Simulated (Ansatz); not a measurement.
```xyz
2

Sc   -0.0501    0.1772   -0.4824
O    -0.0904   -0.1358    1.1797
```

Basis set: cc-pVDZ (spherical functions). Left uncorrelated: 6 orbitals. Charge 0, multiplicity 2.

Computed with Ansatz (development build ahead of 0.2.0); each method stands on the lowest determinant of its kind that the runs found.

The atomization energy at this shape (free ground-state atoms in the same class of orbitals less the molecule, no zero-point energy) of doublet ScO:

| method | atomization energy |
| --- | --- |
| UHF-MP2 | 7.42 eV |

(1) What does UHF give?

## Answers

(1) 3.00 eV. Caution: a free atom is spin contaminated.
